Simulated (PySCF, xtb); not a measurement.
HfFH3, SMILES [F][HfH3], multiplicity 1.

GFN2-xTB (xtb) at its own geometry gives an orbital gap of 5.40 eV and a dipole moment of 2.83 D.

Geometry: r2SCAN-D4/def2-TZVP. The multiplicity is an assumed one; no other spin state was optimised. The structure was generated by enumeration; whether it is a known compound was not checked. The def2 effective core potentials stand for the cores of Hf; spin–orbit coupling is left out.

Task: What does PBE/def2-TZVPD (PySCF) give? (An estimate is asked for; the answer gives what the named calculation found.)

Result: gap 4.28 eV (levels -7.17 and -2.89 eV), dipole 0.52 D.
